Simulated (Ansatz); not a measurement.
`[Cl][Al]([Cl])[GeH3]` → `[Cl][AlH][Cl]` + `[GeH2]` at 400 K and 1 bar (germylene loss).

Calculated with Ansatz (gas phase, PBE0-D4/def2-TZVP geometries, no zero-point term in ΔE). CCSD(T)/CBS is the MP2 limit (def2-TZVPP, def2-QZVPP) plus CCSD(T) − MP2 in def2-TZVPP, frozen cores. This one scheme is used for every species. For Ge outer-core shells are correlated without core-valence functions, which leaves a few kJ/mol of doubt a bond. Scalar relativity is left out up to krypton.

```tsv
species	CCSD(T)/CBS energy (Eh)	H − E (kJ/mol)	S (J/(mol·K))
`[Cl][Al]([Cl])[GeH3]`	-3239.63177	102.4	415.8
`[Cl][AlH][Cl]`	-1162.30651	46.2	307.4
`[GeH2]`	-2077.24753	42.4	231.0
```

H − E and S are ideal-gas, rigid-rotor, harmonic terms from PBE0-D4/def2-TZVP. 1 Eh = 2625.50 kJ/mol, R = 8.31446 J/(mol·K).

Problem. By hand: ΔE, ΔH, ΔS and ΔG.

Solution. ΔE = (-1162.30651) + (-2077.24753) − (-3239.63177) = 0.07773 Eh = 204.1 kJ/mol. Δ(H − E) = 46.2 + 42.4 − 102.4 = -13.8, so ΔH = 190.3 kJ/mol. ΔS = 307.4 + 231.0 − 415.8 = 122.6 J/(mol·K). ΔG = 190.3 − 400 × (122.6)/1000 = 141.3 kJ/mol.

Problem. By hand: the equilibrium constant, and the temperature at which ΔG would vanish if ΔH and ΔS stayed fixed.

Solution. log₁₀ K = −ΔG/(RT ln 10) = -18.5. ΔG = 0 at ΔH/ΔS = 1552 K.

The number of gas molecules changes by +1, which sets the sign of ΔS. A doubt of 5 kJ/mol in ΔE shifts log₁₀ K by 0.7 here. Modes under 60 cm⁻¹, often nearly free rotors, make the harmonic entropy too high. These are equilibria of isolated gas molecules and say nothing of rates. Largest T1 diagnostic: 0.012 (customary marks: 0.02 for closed shells, 0.045 for open ones).
